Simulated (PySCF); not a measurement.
## Rotational lines of TeP⁺

Lines J+1 ← J of the vibrational ground state, computed from RHF-CCSD(T) constants of TeP⁺, ¹Σ⁺ (singlet), closed shell (basis Te def2-SVPD with ECP28, P def2-SVPD; scalar-relativistic core potentials; PySCF 2.14; masses 129.9062 and 30.9738 u), in MHz:

```
J  ν (MHz)
0   8165.2
1  16330.4
2  24495.5
3  32660.5
4  40825.4
```

Find B0 and the effective bond length r0; with αe = 0.000558 cm⁻¹, find Re.

ν = 2B0(J+1) − 4D(J+1)³ gives B0 = 0.13618 cm⁻¹. With the reduced mass μred = 25.010 u, r0 = √(16.8576/(μred·B0)) (u, cm⁻¹, Å) = 2.2247 Å. Be = B0 + αe/2 = 0.13646 cm⁻¹ gives Re = 2.222 Å.

Correlated steps freeze 9 core orbitals. Correlated levels converge slowly with the basis: in double zeta they bind strong bonds too weakly, by up to about 1 eV, and carry superposition errors of some tenths. These are scalar-relativistic numbers at best; spin–orbit coupling would shift them, the dissociation energy most. For an ion De counts to the pair picked by the measured ionisation energies or electron affinities, which need not be the lowest pair at this level. Where the molecule has an RHF reference, its open-shell atoms are computed with UHF. The CCSD T1 diagnostic is raised, a sign that a single reference may not be enough here.
